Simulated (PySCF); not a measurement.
Ga(H)(F)(Me) (CH₄FGa), SMILES [CH3][GaH][F]. Heavy atoms are numbered as in [GaH:1]([F:3])[CH3:4]. Hydrogens are named by the atom that carries them.

Coordinates come from a B3LYP-D3(BJ)/def2-TZVP optimisation.

Level of theory: PBE0/pcSseg-1 run with PySCF.

GIAO shieldings, no solvent; atoms alike by connectivity are averaged. δ = σ(ref) − σ: ¹H against TMS (σ = 31.56 ppm); ¹⁹F against CFCl3 (σ = 167.2 ppm); ¹³C against TMS (σ = 186.3 ppm), references at their B3LYP-D3(BJ)/def2-TZVP geometries, non-relativistic.

| atoms | nucleus | count | δ (ppm) |
|---|---|---|---|
| H on Ga1 | ¹H | 1 | ? |
| H on C4 | ¹H | 3 | 0.33 |
| F3 | ¹⁹F | 1 | ? |
| C4 (CH3) | ¹³C | 1 | -1.3 |

**Question.** What belongs in the gaps? (Estimate from the structure and the level; the computed values follow.)

**Answer.** 
- F3, δ (ppm): -102.9
- H on Ga1, δ (ppm): 5.93
